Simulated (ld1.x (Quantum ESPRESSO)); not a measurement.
# What one change does to a pseudopotential (S (Z = 16), RRKJ)

S (Z = 16), norm-conserving RRKJ (Kleinman–Bylander form), made with ld1.x (Quantum ESPRESSO) 7.5 (PBEsol, scalar-relativistic). Core [Ne], reference 3s2 3p4. Waves: 3p (bound): rc 1.30 bohr; 3s (bound): rc 1.35 bohr. Local part: the s channel. Core correction: a·sin(br)/r model core inside 0.95 bohr. rho0 = 0.01.

Change: wave 3p (bound): rc 1.30 bohr becomes 3p (bound): rc 1.90 bohr.

Cutoffs: the cutoffs (Ry, on a coarse ladder) from which the occupation-weighted sum of valence levels, in a spherical-Bessel basis at the reference potential, stays within 10 and 1 mRy of its value at 400 Ry; they do not see the model core or the augmentation charge, which bear on the density cutoff. Errors are all-electron minus pseudo energies relative to the spin-unpolarised reference configuration.

Task: What does the change do?

Result: The potential gets neither clearly harder nor softer (40 Ry and 60 Ry → 40 Ry and 60 Ry); of the 7 tests that both files solve, the error grows in 4 and shrinks in 0 by more than 15 % and 0.3 meV (median size 3.1 → 12.7 meV); neither file shows a bound ghost. More of the atom is replaced by a form fitted at one configuration, so other configurations suffer.

| quantity | base | changed |
| --- | --- | --- |
| cutoff, loose | 40 Ry | 40 Ry |
| cutoff, tight | 60 Ry | 60 Ry |
| bound ghosts | none | none |
| error for 3s2 3p3, meV [ΔE 11.73 eV] | +3.1 | +3.4 |
| error for 3s2 3p2, meV [ΔE 33.97 eV] | +22 | +27 |
| error for 3s2 3p1, meV [ΔE 67.97 eV] | +74 | +99 |
| error for 3s2 3p0, meV [ΔE 114.73 eV] | +173 | +258 |
| error for 3s2 3p3.5, meV [ΔE 4.64 eV] | +0.4 | +0.4 |
| error for 3s0 3p6, meV [ΔE 20.68 eV] | +0.3 | -13 |
| error for 3s2 3p4.3, meV [ΔE -1.70 eV] | +0.3 | +0.3 |
